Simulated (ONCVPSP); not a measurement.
**Cr (Z = 24): excitation energies, all-electron against ONCV**

Cr (Z = 24), optimised norm-conserving Vanderbilt (ONCV), made with ONCVPSP 4.0.1 (PBE, non-relativistic). Core [Ne], reference 3s2 3p6 3d5 4s1. Waves: 3s+4s: rc 1.65 bohr, ncon 4, nbas 8, qcut 6 1/bohr, 2 projectors; 3p: rc 1.30 bohr, ncon 4, nbas 7, qcut 9.1 1/bohr, 3 projectors, debl 3.3 Ha; 3d: rc 1.60 bohr, ncon 4, nbas 9, qcut 10 1/bohr, 2 projectors, debl 2.5 Ha. Local part: polynomial inside 1.15 bohr (lpopt 5, dvloc0 1 Ha). Core correction: Teter function, fcfact 3.75, rcfact 1.75.

Energies are relative to the spin-unpolarised reference configuration 3s2 3p6 3d5 4s1; without spin polarisation the order of configurations can differ from experiment. Not all tests gave a result: 1 of 4 tests not solved or not reliable.

```
valence configuration  charge  ΔE all-electron (eV)  error AE − PS (meV)
      3s2 3p6 3d5 4s0      +1                 6.779                 +2.5
      3s2 3p6 3d4 4s0      +2                22.933                 +3.5
      3s2 3p6 3d4 4s2       0                 0.122                  +13
```
